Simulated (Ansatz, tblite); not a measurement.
Spin states of [RuNF4]- (RuNF4⁻), formally d², each relaxed with r2SCAN-D4/def2-SVPD in Ansatz. Electronic energies in the gas phase.

In the def2 sets Ru takes a core potential; there is no spin–orbit coupling. The xTB rows come from tblite.

Singlet geometry (C4v within 0.1 Å):

```xyz
6

Ru    0.041    0.095    0.060
N     0.581    1.357    0.852
F     1.523   -0.665   -0.891
F    -0.532    0.703   -1.667
F    -1.834   -0.061    0.435
F     0.222   -1.429    1.211
```

Triplet geometry (C2v within 0.1 Å):

```xyz
6

Ru   -0.003    0.036    0.005
N     0.114   -1.615   -0.208
F    -0.860    0.299    1.669
F    -1.720    0.219   -0.849
F     0.781    0.827   -1.523
F     1.688    0.234    0.907
```

Run but left out: HF/def2-TZVPD (singlet: restricted singlet, unstable towards broken spin symmetry).

Only these spin states were relaxed.

**Question.** Estimate which spin state lies lowest at each of these levels, and by how much: GFN2-xTB; LDA (SPW92)/def2-TZVPD; PBE-D4/def2-TZVPD; BLYP-D4/def2-TZVPD; r2SCAN-D4/def2-TZVPD; r2SCANh-D4/def2-TZVPD; PBE0-D4/def2-TZVPD; ωB97M-V/def2-TZVPD.

**Answer.** 
| level | triplet − singlet (kcal/mol) | lowest of these | remarks |
| --- | --- | --- | --- |
| GFN2-xTB | 36.9 | singlet | – |
| LDA (SPW92)/def2-TZVPD | 32.0 | singlet | HOMO above zero (triplet) |
| PBE-D4/def2-TZVPD | 28.3 | singlet | HOMO above zero (triplet) |
| BLYP-D4/def2-TZVPD | 28.0 | singlet | HOMO above zero (triplet) |
| r2SCAN-D4/def2-TZVPD | 26.1 | singlet | – |
| r2SCANh-D4/def2-TZVPD | 25.9 | singlet | – |
| PBE0-D4/def2-TZVPD | 27.9 | singlet | – |
| ωB97M-V/def2-TZVPD | 32.8 | singlet | – |

Change of the triplet − singlet gap on mixing in exact exchange, in kcal/mol: PBE to PBE0 (25 % exact exchange) -0.4; r2SCAN to r2SCANh (10 % exact exchange) -0.3. The xTB methods have no spin-polarisation term.

```csv
state,donor atoms,mean metal–ligand distance (Å),range (Å),Mulliken spin on the metal (PBE0)
singlet,5,1.851,1.58–1.92,0
triplet,5,1.860,1.67–1.93,1.30
```

⟨S²⟩ at PBE0-D4/def2-TZVPD: singlet 0.00 (pure 0.00), triplet 2.01 (pure 2.00).
